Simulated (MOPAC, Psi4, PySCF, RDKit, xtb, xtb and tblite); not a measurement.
Two geometries of SMILES COC(=O)c1cccc([SiH3])c1 (C8H10O2Si), relaxed at GFN2-xTB with one dihedral held; other torsions can differ between them too.

Structure A

```
21

C     -2.6613     0.3098    -1.6289
O     -2.9037    -0.2610    -0.3577
C     -2.6678     0.4279     0.7757
O     -3.2024     0.0840     1.7958
C     -1.7463     1.6012     0.7115
C     -2.1582     2.8150     1.2532
C     -1.2935     3.8940     1.2491
C     -0.0174     3.7579     0.7300
C      0.4276     2.5458     0.2104
Si     2.1890     2.3371    -0.4422
C     -0.4577     1.4739     0.2061
H     -2.6670     1.4008    -1.5926
H     -1.7035    -0.0331    -2.0280
H     -3.4634    -0.0408    -2.2786
H     -3.1522     2.8992     1.6659
H     -1.6136     4.8412     1.6576
H      0.6508     4.6073     0.7342
H      2.1457     1.4621    -1.6165
H      3.0182     1.7339     0.6025
H      2.7068     3.6548    -0.8111
H     -0.1293     0.5174    -0.1768
```

Structure B

```
21

C     -4.0711     0.3091    -0.1042
O     -2.9215    -0.4348    -0.4566
C     -1.7459     0.2924    -0.4654
O     -0.9817     0.2394     0.4579
C     -1.5160     1.0885    -1.6902
C     -2.2519     0.8643    -2.8529
C     -1.9957     1.6258    -3.9772
C     -1.0161     2.6048    -3.9454
C     -0.2629     2.8445    -2.7982
Si     1.1020     4.1527    -2.7656
C     -0.5272     2.0701    -1.6772
H     -4.9139    -0.3710    -0.2109
H     -4.0070     0.6530     0.9331
H     -4.2071     1.1742    -0.7633
H     -3.0004     0.0862    -2.8709
H     -2.5595     1.4551    -4.8829
H     -0.8292     3.1949    -4.8315
H      2.3886     3.5000    -3.0154
H      1.1005     4.7997    -1.4540
H      0.8232     5.1315    -3.8189
H      0.0303     2.2188    -0.7637
```

Problem. Which is lower in energy at the level Psi4 1.11 with PBE0-D3(BJ)/def2-SVP // GFN2-xTB, and by how much?

Solution. A is lower, by 3.82 kJ/mol (dihedral C1–O2–C3–O4: 160° in A, 100° in B).

E(B) − E(A) in kJ/mol at the other levels, on the same two geometries: GFN2-xTB (xtb and tblite) 18.77; MMFF94 // GFN2-xTB (RDKit) -0.11; PBE0/def2-SVP // GFN2-xTB (Psi4) 2.45; PBE/def2-SVP // GFN2-xTB (Psi4) 5.11; PBE-D3(BJ)/def2-SVP // GFN2-xTB (Psi4) 6.51; UFF // GFN2-xTB (RDKit) 6.88; PM3, restricted, heats of formation // GFN2-xTB (MOPAC) 8.88; PM6, restricted, heats of formation // GFN2-xTB (MOPAC) 10.42; GFN1-xTB // GFN2-xTB (xtb) 11.61; restricted B3LYP/6-31G*, spherical d, density fitting // GFN2-xTB (PySCF) 0.15; restricted Hartree-Fock/3-21G, density fitting // GFN2-xTB (PySCF) -22.34; restricted B3LYP/3-21G, density fitting // GFN2-xTB (PySCF) -13.98; restricted Hartree-Fock/6-31G*, spherical d, density fitting // GFN2-xTB (PySCF) -6.96.
